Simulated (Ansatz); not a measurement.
H2BrCl, singlet: a pair in one relaxed arrangement.

in.yaml

```yaml
crystal:
  periodic: [false, false, false]
  atoms:
    - {symbol: Cl, position_ang: [0.022667, 0.569203, -1.546006]}
    - {symbol: H, position_ang: [0.293931, -0.672233, -1.704135]}
    - {symbol: Br, position_ang: [-0.171819, -0.175410, 2.301464]}
    - {symbol: H, position_ang: [-0.144780, 0.278540, 0.948777]}
basis:
  gaussian: {orbitals: "def2-TZVPPD.json"}
hamiltonian: {xc: {name: BLYP}, dispersion: d4}
```

The basis file named in the input lies beside it (Basis Set Exchange, JSON).

Run by:

```bash
ansatz run in.yaml --threads 2 --pin off --events-out ev --progress --plain --max-ram 5222MiB
```

Output of Ansatz 0.2.0:

```
Functional definition: BLYP
  name "BLYP"
  cite "Becke, Phys. Rev. A 38, 3098 (1988) doi:10.1103/PhysRevA.38.3098"
  cite "Lee, Yang & Parr, Phys. Rev. B 37, 785 (1988) doi:10.1103/PhysRevB.37.785"
  parameter beta = 0.0042
  parameter a = 0.04918
  parameter b = 0.132
  parameter c = 0.2533
  parameter d = 0.349
  exchange = b88_x(beta = beta)
  correlation = lyp_c(a = a, b = b, c = c, d = d)
862 factors; their error is unknown
mean field evaluation 1: about -82602.3465 eV, gradient 1.6e1 eV
mean field evaluation 2: about -82602.3510 eV, gradient 1.6e1 eV
mean field evaluation 4: about -82602.9082 eV, gradient 6.3e-1 eV
mean field evaluation 8: about -82602.8971 eV, gradient 2.2e-2 eV
mean field -82602.89706923 eV, -3035.6004770396 hartree, gradient 2.9e-5 eV, S^2 0.000000; 0 other end points of the search recorded, 0 dependent functions left out
reference -82602.89742121 eV, -3035.6004899748 hartree; 27, 27 occupied and 115, 115 virtual orbitals, 862 factors
Total energy: -82602.98129206 eV, -3035.6035721714 hartree
```

The lines “mean field evaluation” count trial sets of orbitals through the whole run, from several starts and some on an approximate energy, so they need not fall steadily or lie above the final value.

Hardware: 2 CPU threads of an Intel Xeon Platinum 8559C, shared host. Wall time about 0.95 s.
